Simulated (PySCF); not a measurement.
Gas-phase reaction: 2 SiBr₄ + 6 H → 2 SiH₃Br + 3 Br₂

Method: PySCF energies (xtb for GFN2) plus ideal-gas RRHO corrections (1 bar). 'Table' is the NASA 1993 thermochemical table (part measured, part estimated). † marks an energy on the PBE0/def2-TZVP geometry and frequencies; other levels use their own. MP2 and CCSD(T) freeze the core. Open shells (unrestricted): H (multiplicity 2); the rest are closed-shell singlets. GFN2 has no spin-polarisation term. Br: all electrons, no relativistic terms. MP2 isn't extrapolated to the basis-set limit. CCSD(T) isn't extrapolated to the basis-set limit. The table's entry may be an old estimate for SiBr₄, SiH₃Br (not checked at source).

```
level               ΔH°(298 K), kJ
------------------  --------------
table                       -540.8
CCSD(T)/def2-SVP†           -520.7
GFN2-xTB                         …
HF/def2-TZVP†                    …
MP2/def2-SVP†               -373.0
MP2/def2-TZVPP†                  …
PBE/def2-TZVP†              -537.8
PBE0/def2-TZVP              -511.5
r2SCAN/def2-TZVP†                …
ωB97M-V/def2-TZVP†          -531.2
```

**Question.** Fill in the missing entries.

**Answer.** 
- GFN2-xTB, ΔH°(298 K), kJ: -1278.2
- HF/def2-TZVP†, ΔH°(298 K), kJ: -306.5
- MP2/def2-TZVPP†, ΔH°(298 K), kJ: -390.2
- r2SCAN/def2-TZVP†, ΔH°(298 K), kJ: -505.6
